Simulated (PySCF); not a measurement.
Al(Cl)(F)(SeH) (AlClFHSe), SMILES [F][Al]([Cl])[SeH]. Atoms are numbered in the order given.

```xyz
5

Al    -0.4400     0.6305     0.0000
Cl     0.9149     2.2201     0.0000
F     -2.0665     0.9632     0.0000
Se     0.2903    -1.5460     0.0000
H     -1.1026    -2.0399     0.0000
```

The structure is a stationary point at B3LYP-D3(BJ)/def2-SVP. The values are those of a single conformer.

Calculation: PySCF with PBE0/def2-TZVPD.

The molecule is in vacuum.

| Property | Value |
|---|---|
| total energy | -3204.24890 hartree |
| point group | Cs |
| highest occupied level | -7.90 eV |
| lowest empty level | -1.43 eV |
| orbital gap | 6.48 eV |
| dipole moment | 1.23 D |
| quadrupole, principal values (traceless, Buckingham form, about the centre of nuclear charge) | -6.19, 1.84, 4.35 D·Å |
| mean static polarisability | 66.3 bohr³ (9.82 Å³) |
| polarisability, principal values | 55.3, 60.9, 82.6 bohr³ |
